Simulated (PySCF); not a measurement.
Field gradients from PBE0/pcSseg-1 densities (PySCF, non-relativistic) at GFN2-xTB geometries, isolated species, one conformer each; χzz is the principal value of largest magnitude, with Q(14N) = 0.02044 b, Q(17O) = −0.0256 b. GFN2-xTB bond lengths can be off by several hundredths of an ångström, more for odd bonds, and the gradients follow them. These gradients aren't converged with respect to the basis.

Question: Rank these 14N sites by the size of the quadrupole coupling, smallest first.
A. The nitrogen bonded to P and H of `C=C[P@]1(=N)CC[Si@@H](F)CC1`
B. The imine nitrogen of `C=C/N=C\[C@@H]([SiH3])C(F)(F)F`
C. The nitrile nitrogen of `C#C[C@@H](C#N)[S@](=O)[O-]`
D. N4 (silicon-bound nitrogen) in `[CH:1]#[C:2][Si@@:3]([NH2:4])([OH:5])[NH:6][CH:7]=[O:8]`
E. The cyano nitrogen of `N#C[Si@H](/C=C\[SiH3])C1CC1`
F. The nitrile nitrogen of `C#C[Si]1(SCC#N)SCCS1`

Answer: A (3.142 MHz), C (3.999 MHz), D (4.251 MHz), F (4.669 MHz), B (5.034 MHz), E (5.529 MHz).

Question: Rank these 17O sites by the size of the quadrupole coupling, smallest first.
A. The oxygen bonded to S of `C#C[C@@H](C#N)[S@](=O)[O-]`
B. O2 (silyl ether oxygen) in `[SiH3:1][O:2][CH2:3][c:4]1[n:5][cH:6][o:7][n:8]1`
C. The phosphoryl oxygen of `C[P@@H](=O)CC#N`
D. O5 (silanol oxygen) in `[CH:1]#[C:2][Si@@:3]([NH2:4])([OH:5])[NH:6][CH:7]=[O:8]`
E. O8 (acid hydroxyl oxygen) in `[N:1]#[C:2][Si@@H:3]([NH2:4])[CH2:5][C:6](=[O:7])[OH:8]`

Answer: C (5.094 MHz), A (6.960 MHz), D (7.712 MHz), E (9.862 MHz), B (10.83 MHz).

All sites together:

```
nucleus                                                                                    site  Vzz (au)     η  χzz (MHz)
    14N                                       the cyano nitrogen of N#C[Si@H](/C=C\[SiH3])C1CC1    -1.151  0.02     -5.529
    14N                                            the nitrile nitrogen of C#C[Si]1(SCC#N)SCCS1    -0.972  0.01     -4.669
    14N  N4 (silicon-bound nitrogen) in [CH:1]#[C:2][Si@@:3]([NH2:4])([OH:5])[NH:6][CH:7]=[O:8]    -0.885  0.32     -4.251
    14N                                      the nitrile nitrogen of C#C[C@@H](C#N)[S@](=O)[O-]    -0.833  0.30     -3.999
    14N                           the nitrogen bonded to P and H of C=C[P@]1(=N)CC[Si@@H](F)CC1     0.654  0.77      3.142
    14N                                    the imine nitrogen of C=C/N=C\[C@@H]([SiH3])C(F)(F)F    -1.048  0.33     -5.034
    17O          O5 (silanol oxygen) in [CH:1]#[C:2][Si@@:3]([NH2:4])([OH:5])[NH:6][CH:7]=[O:8]     1.282  0.53     -7.712
    17O             O2 (silyl ether oxygen) in [SiH3:1][O:2][CH2:3][c:4]1[n:5][cH:6][o:7][n:8]1     1.801  0.37     -10.83
    17O                                    the oxygen bonded to S of C#C[C@@H](C#N)[S@](=O)[O-]     1.157  0.68     -6.960
    17O                                                the phosphoryl oxygen of C[P@@H](=O)CC#N     0.847  0.13     -5.094
    17O    O8 (acid hydroxyl oxygen) in [N:1]#[C:2][Si@@H:3]([NH2:4])[CH2:5][C:6](=[O:7])[OH:8]     1.639  0.43     -9.862
```
